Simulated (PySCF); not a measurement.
Pd: ionisation energy

Pd [Kr] 4d10 (1S) → Pd⁺ [Kr] 4d9 (2D), as a difference of total energies. Computed with PySCF 2.14 in x2c-TZVPPall (8s6p6d2f1g, 79 functions), with scalar relativity by spin-free X2C-1e. Correlated levels: valence: [Kr] frozen. The calculations carry no spin-orbit coupling.

```
           method  ionisation energy (eV)
              UHF                   6.267
    MP2 (valence)                   8.528
SCS-MP2 (valence)                   8.289
   CCSD (valence)                   7.978
CCSD(T) (valence)                   8.143
```

Errors of the correlated levels include the incompleteness of this basis and the frozen core.

Problem. Which method comes closest to the reference value, and which is furthest?

Solution. The reference is 8.512 eV (measured; NIST levels, between the centres of gravity of the two terms). Closest: MP2 (valence) (error 0.016 eV); furthest: UHF (error -2.245 eV).
